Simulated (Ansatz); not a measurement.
Start from `[CH3][Sn]([CH3])([CH3])[I]` and change one atom or group to get `[CH3][Sn]([CH3])([CH3])[CH3]`.

Ansatz, PBE0-D4/def2-TZVP geometries, multiplicity 1. 

Elements past krypton have def2 core potentials.

| property | `[CH3][Sn]([CH3])([CH3])[I]` |
| --- | --- |
| HOMO–LUMO gap (B3LYP/def2-TZVPP) / eV | 6.13 |
| size of the dipole moment (PBE/def2-TZVPP) / D | 3.13 |
| HOMO–LUMO gap (ωB97M-V/def2-TZVPP) / eV | 10.58 |
| HOMO–LUMO gap (PBE/def2-TZVPP) / eV | 4.67 |
| size of the dipole moment (B3LYP/def2-TZVPP) / D | 3.20 |
| HOMO energy (PBE0/def2-TZVPP) / eV | -7.10 |

(1) Give the same properties after the change, and the shifts. (An estimate is asked.)

## Answers

(1) Ansatz gave: 
```
                                        property  `[CH3][Sn]([CH3])([CH3])[CH3]`  shift
           HOMO–LUMO gap (B3LYP/def2-TZVPP) / eV                            7.74   1.61
  size of the dipole moment (PBE/def2-TZVPP) / D                            0.00  -3.13
         HOMO–LUMO gap (ωB97M-V/def2-TZVPP) / eV                           11.89   1.31
             HOMO–LUMO gap (PBE/def2-TZVPP) / eV                            6.32   1.65
size of the dipole moment (B3LYP/def2-TZVPP) / D                            0.00  -3.20
              HOMO energy (PBE0/def2-TZVPP) / eV                           -7.66  -0.56
```

With PBE0 the HOMO falls by 0.56 eV and the LUMO rises by 1.09 eV, so the gap widens by about 1.65 eV. PBE moves the HOMO by -0.49 eV and ωB97M-V by -0.62 eV.

B3LYP here is the variant with VWN-RPA as its local correlation; programs differ in this.

Spin–orbit coupling is left out; it splits and shifts lone-pair levels of the heavy atoms by tenths of an eV.
